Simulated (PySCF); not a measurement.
A GIAO shielding run with PySCF (density fitting, non-relativistic, gas phase) on SMILES C=CCN[SiH2]N, C$_{3}$H$_{10}$N$_{2}$Si:

```
$ OMP_NUM_THREADS=1 python probes_run.py task.json out

{"job": {"kind": "nmr", "xc": "PBE0", "basis": "pcSseg-1"}, "charge": 0, "multiplicity": 1}
C      3.154277     0.113711     0.469975
C      1.973645     0.154086    -0.117549
C      0.791069    -0.675504     0.283129
N     -0.378199     0.153928     0.454120
Si    -1.979119    -0.391670     0.166881
N     -2.937353     0.998889     0.518481
H      3.353078    -0.553048     1.293756
H      3.974873     0.732574     0.148513
H      1.785027     0.832147    -0.939147
H      1.026943    -1.248599     1.192268
H      0.569045    -1.393397    -0.512547
H     -0.241634     0.845585     1.176194
H     -1.973025    -0.880825    -1.221330
H     -2.511414    -1.435143     1.055002
H     -2.678728     1.868812     0.080966
H     -3.936083     0.887398     0.474844
```

Hardware: 1 thread of an Arm Neoverse N1, shared host. The job also computes population analyses, field gradients.

(1) How large is the calculation?

(2) How long does it take, and how much memory does it need?

## Answers

(1) 56 electrons, 159 basis functions and 838 auxiliary functions.

(2) 37 s of wall time, with 14 SCF cycles and 4 response iterations; peak memory 0.72 GiB. Times on a shared host scatter by some tens of per cent.
